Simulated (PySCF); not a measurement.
## C²⁺: excitation energy

C²⁺ [He] 2s2 (1S) → C²⁺ [He] 2s1 3d1 (3D), as a difference of total energies. All numbers are calculated (PySCF 2.14, no relativity, point nucleus, in aug-cc-pV5Z). Correlated levels: valence: 1s2 frozen. The calculations carry no spin-orbit coupling.

```
           method  excitation energy (eV)
              UHF                  31.677
              LDA                  31.757
              PBE                  31.661
             PBE0                  31.896
           r2SCAN                  31.673
            TPSSh                  31.941
           PBEsol                  31.536
        BHandHLYP                  32.321
    MP2 (valence)                  32.794
SCS-MP2 (valence)                  33.145
```

Question: How much does correlation contribute at MP2 (valence)?

Answer: 32.794 − (31.677) = 1.117 eV, measured against UHF.

The promoted electron is Rydberg-like, and one or two diffuse shells describe it only roughly, which tends to raise the upper state.
